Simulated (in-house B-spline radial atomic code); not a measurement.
Binding energies in Ir IX (Ir8+)

NIST's tabulated ground configuration is [Xe] 4f14 5d1; each binding energy is the energy of the ion with one electron taken from that subshell, relaxed, less that of the parent. Level of theory: Dirac-Hartree-Fock, average of configuration, Fermi nucleus of rms radius 5.4032 fm; calculated with a B-spline radial code for spherical atoms. Energies include first-order Breit, QED and recoil terms.

```csv
subshell,X-ray name,binding energy (eV),-ε (eV),relaxation (eV)
1s,K,76247,76732.7,86.5
2s,L1,13566.1,13666.6,50.2
2p1/2,L2,12965,13069.2,54.8
2p3/2,L3,11355.8,11438.6,51.4
3s,M1,3318.4,3355.2,26.6
3p1/2,M2,3051.8,3089.0,27.7
3p3/2,M3,2695.2,2726.8,25.9
4s,N1,834.7,846.1,9.1
4p1/2,N2,721.7,732.7,9.0
4p3/2,N3,637.1,646.1,7.9
5s,O1,229.9,231.4,1.1
4f5/2,N6,198.5,205.2,6.8
4f7/2,N7,195.5,201.9,6.6
5p1/2,O2,189.2,190.6,1.0
5p3/2,O3,173.7,174.7,0.8
5d,"O4,5",120.6,121.0,0.4
```

Relaxation = -ε minus the binding energy without Breit, QED and recoil terms.

Emission lines follow as differences of binding energies, with λ = 12398.42 eV·Å / E:

```json
{"line": "K-L3", "holes": "1s → 2p3/2", "energy (eV)": "64891.2", "wavelength (Å)": "0.19106"}
{"line": "K-L2", "holes": "1s → 2p1/2", "energy (eV)": "63282.0", "wavelength (Å)": "0.19592"}
{"line": "K-M3", "holes": "1s → 3p3/2", "energy (eV)": "73551.8", "wavelength (Å)": "0.16857"}
{"line": "L1-M3", "holes": "2s → 3p3/2", "energy (eV)": "10870.9", "wavelength (Å)": "1.1405"}
{"line": "L3-M1", "holes": "2p3/2 → 3s", "energy (eV)": "8037.4", "wavelength (Å)": "1.5426"}
```

What screening constant σ does Moseley's law, E = (3/4)·13.6057 eV·(Z - σ)², need for K-L3?

σ = -2.74.

Moseley's non-relativistic formula needs a falling, then negative, screening constant for heavy elements, because relativity binds the 1s electron more strongly than the formula allows.

What does it cost to remove both a 2p3/2 and a 3s electron?

14773 eV, which is 99.3 eV more than the two single binding energies together.

What does it cost to remove both a 5p3/2 and a 5p1/2 electron?

383.31 eV, which is 20.34 eV more than the two single binding energies together.

What does it cost to remove both a 3s and a 5d electron?

3460.6 eV, which is 21.64 eV more than the two single binding energies together.
